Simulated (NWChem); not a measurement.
# C2H4BFO2; SMILES C(OB(F)C)=O

```xyz
10

C     -1.5489     0.6863     0.0000
B     -0.0019     0.8477     0.0000
F      0.5712     2.0412     0.0000
O      0.9336    -0.1792     0.0000
C      0.6770    -1.4998     0.0000
O     -0.3997    -2.0116     0.0000
H     -1.8743     0.0996    -0.8734
H     -2.0583     1.6594     0.0000
H     -1.8743     0.0996     0.8734
H      1.6353    -2.0599     0.0000
```
Atoms are numbered in this order, from 1.

All runs: NWChem. Medium grid unless said otherwise, to which SCAN and Minnesota functionals are sensitive. Structure relaxed at the PBE0/def2-SVP level. Hybrids' shares of exact exchange are those that their runs print; pure functionals count as 0. The functionals differ in more than this share.

| row | share of exact exchange | highest occupied level (eV) |
|---|---|---|
| PBE/def2-TZVP | 0.00 | -7.02 |
| BLYP/def2-TZVP | 0.00 | -6.95 |
| B3LYP/def2-TZVP | 0.20 | -8.48 |
| PW6B95/def2-TZVP | 0.28 | withheld |
| M06-2X/def2-TZVP | 0.54 | -10.47 |
| Hartree-Fock/def2-TZVP | 1.00 | -13.05 |

Q: Fit a straight line of the last column on the one before it, predict the withheld value, and compare with the run.

A: 
1. Means of the 5 shown rows: x = 0.348, y = -9.194. Slope Σ(x − x̄)(y − ȳ)/Σ(x − x̄)² = -4.402/0.7261 = -6.063; intercept -7.084.
2. The shown rows scatter about the line by 0.125 (root mean square); the largest residual is -0.18, at B3LYP/def2-TZVP.
3. At x = 0.28 (PW6B95/def2-TZVP; inside the shown range) the line gives -8.78.
4. The run gives -8.91, -0.13 from the line, 1.0 times the scatter.
